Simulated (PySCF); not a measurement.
**How methods differ on the ionisation energy of Ce⁵¹⁺**

Ce⁵¹⁺ [He] 2s2 2p3 (4S) → Ce⁵²⁺ [He] 2s2 2p2 (3P), as a difference of total energies. All numbers are calculated (PySCF 2.14, the spin-free X2C one-electron Hamiltonian (Gaussian nucleus), in an even-tempered Gaussian basis (19 s from 28 bohr⁻², ratio 2.2; 12 p from 36 bohr⁻², ratio 2.2; 5 d from 140 bohr⁻², ratio 2.4; 5 f from 200 bohr⁻², ratio 2.4; 4 g from 310 bohr⁻², ratio 2.4)). Correlated levels: nothing frozen; virtual orbitals above 40 to 60 times the deepest correlated orbital energy dropped. The calculations carry no spin-orbit coupling.

```json
{"method": "UHF", "ionisation energy (eV)": "9999.0"}
{"method": "LDA", "ionisation energy (eV)": "9992.8"}
{"method": "PBE", "ionisation energy (eV)": "9994.3"}
{"method": "PBE0", "ionisation energy (eV)": "9995.8"}
{"method": "r2SCAN", "ionisation energy (eV)": "9999.5"}
{"method": "BP86", "ionisation energy (eV)": "9995.5"}
{"method": "PW91", "ionisation energy (eV)": "9995.7"}
{"method": "MP2 (all electrons)", "ionisation energy (eV)": "9998.9"}
{"method": "SCS-MP2 (all electrons)", "ionisation energy (eV)": "9998.3"}
```

Spin-orbit coupling is strong in these open shells (close to jj coupling). The scalar numbers leave it out and a first-order estimate fails, so it can dominate the gap to the real levels.

For this ion Breit and QED terms and the two-electron picture change, all absent here, outweigh the differences among the correlated methods.

For comparison: 9803 ± 4 eV (theoretical estimate listed by NIST; NIST Atomic Spectra Database, ionization energies).
